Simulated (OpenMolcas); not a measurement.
Fe⁵⁺: effect of the IPEA shift

```
Program             : OpenMolcas 26.06
Basis               : ANO-RCC-VTZP [6s5p3d2f1g]
Scalar Hamiltonian  : DKH2, point nucleus
Active space        : 3 electrons in 5 orbitals (3d)
State averaging     : 2S+1 = 4 even, 10 roots; 2S+1 = 2 even, 40 roots
Spin-orbit coupling : RASSI with atomic mean-field integrals over the reference wave functions, term energies averaged over their components
```

Methods on the same reference wave functions:
A. CASSCF
B. MS-CASPT2, IPEA 0 Eh, imaginary shift 0.1 Eh (closed shells correlated: 3s 3p)
C. MS-CASPT2, IPEA 0.25 Eh, imaginary shift 0.1 Eh (closed shells correlated: 3s 3p)

Energies in cm-1 above 3d3 4F 3/2, the measured ground level; measured values from Corliss and Sugar, J. Phys. Chem. Ref. Data 11, 135 (1982).

| Level | A | B | C | Measured |
| --- | --- | --- | --- | --- |
| 3d3 4F 3/2 | 0.0 | 0.0 | 0.0 | 0.0 |
| 3d3 4F 5/2 | 539 | 544 | 544 | 511 |
| 3d3 4F 7/2 | 1268 | 1275 | 1275 | 1188 |
| 3d3 4F 9/2 | 2163 | 2170 | 2170 | 2001 |
| 3d3 4P 1/2 | 23249 | 19360 | 19600 | 18738 |
| 3d3 4P 3/2 | 23445 | 19550 | 19790 | 18942 |
| 3d3 2G 7/2 | 23904 | 20660 | 21080 | 20616 |
| 3d3 4P 5/2 | 24113 | 20230 | 20460 | 19611 |
| 3d3 2G 9/2 | 24623 | 21400 | 21820 | 21315 |
| 3d3 2P 1/2 | 31468 | 27060 | 27410 | 26496 |
| 3d3 2P 3/2 [59 %] | 31571 | 26810 | 27200 | 26215 |
| 3d3 2H 9/2 | 31579 | 29290 | 29560 | 28724 |
| 3d3 2H 11/2 | 32104 | 29830 | 30100 | 29203 |
| 3d3 2D 3/2(1) [61 %] | 34607 | 29290 | 29700 | 28628 |
| 3d3 2D 5/2(1) | 34899 | 29190 | 29670 | 28484 |
| 3d3 2F 7/2 | 53986 | 47410 | 47830 | 46217 |
| 3d3 2F 5/2 | 54302 | 47720 | 48140 | 46604 |
| 3d3 2D 5/2(2) | 84222 | 74930 | 75190 | 71708 |
| 3d3 2D 3/2(2) | 84598 | 75280 | 75560 | 72049 |

Deviations, from unrounded energies. A percentage is the sum of absolute deviations over the sum of measured energies, with the sign that they share, or ± where signs differ.

| Against measurement | Levels | A | B | C |
| --- | --- | --- | --- | --- |
| mean absolute deviation (cm-1) | 18 | 5000 | 820 | 1100 |
| fine structure of the ground term (%) | 3 | +7.3 | +7.7 | +7.7 |
| other terms of the ground configuration (%) | 15 | +17.7 | +2.9 | +3.9 |

B lies closest to measurement on these levels and A furthest from it. The largest miss of B in the table is 3d3 2D 3/2(2), by +3200 cm-1. The ranking rests on the paired levels alone, and a cruder setting can come out closer through cancelling errors.

Between B and C the level of the table that moves most is 3d3 2D 5/2(1), by 470 cm-1 (lowest in B, highest in C). Moves below CASPT2's spread within the term are not significant.

The mean deviations of B to C differ by less than CASPT2's widest spread within a term (1200 cm-1), so their order carries little weight.

From A to B the spin-free energies of the other terms of 3d3 shown, above 4F, scale by factors of 0.83 to 0.93, as is usual when dynamic correlation screens the repulsion within a d or f shell.

The lowest spin-free term lies below A's lowest term by 0.301 hartree in B, 0.296 hartree in C.

CASPT2 breaks the degeneracy within a term, and the mean is taken; among the terms shown or strongly mixed into the levels shown the widest spread is 1200 cm-1 (3d3 4F, B). Without dynamic correlation excited terms often stand tens of per cent too high (terms of higher spin than the ground term too low), and those without a measured partner can miss by more than the paired ones (holds for A). Measured partners are found by configuration, term and J. A level has none where our copy of the source lacks it or the pairing is in doubt (some pairs that miss far off the trend of their configuration count as doubtful), and it then counts in no deviation. Only configurations of the active space appear.

A share in square brackets marks a mixed level and gives the weight of the term that names it, the lowest over the columns. A number in round brackets counts repeated terms of one configuration in the order of the reference energies.
